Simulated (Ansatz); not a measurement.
Consider the substitution at a C–Al bond: `C=[C]([AlH2])BO` + H–F → `C=C(F)BO` + `[AlH3]`.

Isolated molecules relaxed with PBE0-D4/def2-TZVP in Ansatz; ΔE leaves out vibrations. CBS: MP2 limit from def2 TZ/QZ plus the TZ coupled-cluster correction, frozen cores. This one scheme is used for every species. DFT in def2-TZVPP. One conformer a species, not always the lowest.

`C=[C]([AlH2])BO`:

Cartesian coordinates in Å:
```
C 0.489 -0.765 1.178
C -0.038 -0.190 0.082
Al -1.508 -1.157 -0.743
B 0.599 1.114 -0.467
O 1.067 2.040 0.410
H 0.104 -1.694 1.599
H 1.344 -0.339 1.704
H -2.183 -0.686 -2.102
H -2.025 -2.457 0.013
H 0.692 1.333 -1.650
H 1.459 2.801 -0.023
```

H–F:

```xyz
2

F     0.004   -0.447   -0.109
H    -0.004    0.447    0.109
```

`C=C(F)BO`:

Z-matrix (Å, degrees):
```
C
C 1 1.326
H 1 1.082 2 118.6
H 1 1.084 2 122.5 3 -180.0
F 2 1.362 1 118.8 3 -180.0
B 2 1.557 1 126.5 3 -0.0
O 6 1.347 2 120.4 1 -180.0
H 6 1.195 2 120.9 1 -0.0
H 7 0.964 6 112.4 2 0.0
```

`[AlH3]`:

Cartesian coordinates in Å:
```
Al 0.000 0.000 0.000
H 0.005 -0.985 1.243
H 1.344 0.707 -0.457
H -1.349 0.278 -0.786
```

| level | ΔE (eV) |
| --- | --- |
| RPA@PBE/def2-TZVPP | 0.64 |
| HF/def2-SVP | 0.40 |

(1) What does CCSD(T)/CBS give? (Best estimate.)

Largest T1 diagnostic among the species: 0.014.

Results:

(1) Ansatz gave: +0.76 eV. The listed levels differ from it by -0.12, -0.36 eV.

From r2SCAN to r2SCAN0 (25 % exact exchange), in def2-TZVPP and without D4, ΔE moves by +0.07 eV. In def2-TZVPP, CCSD(T) changes the Hartree–Fock value by +0.23 eV (the triples alone add +0.02 eV) and MP2 by +0.36 eV. The D4 term adds +0.08 eV with B3LYP and +0.04 eV with PBE0; it sums over pairs of atoms, weighted by their polarisabilities, and B3LYP, whose exchange is more repulsive, gets the larger term.

B3LYP here is the variant with VWN-RPA as its local correlation; programs differ in this.
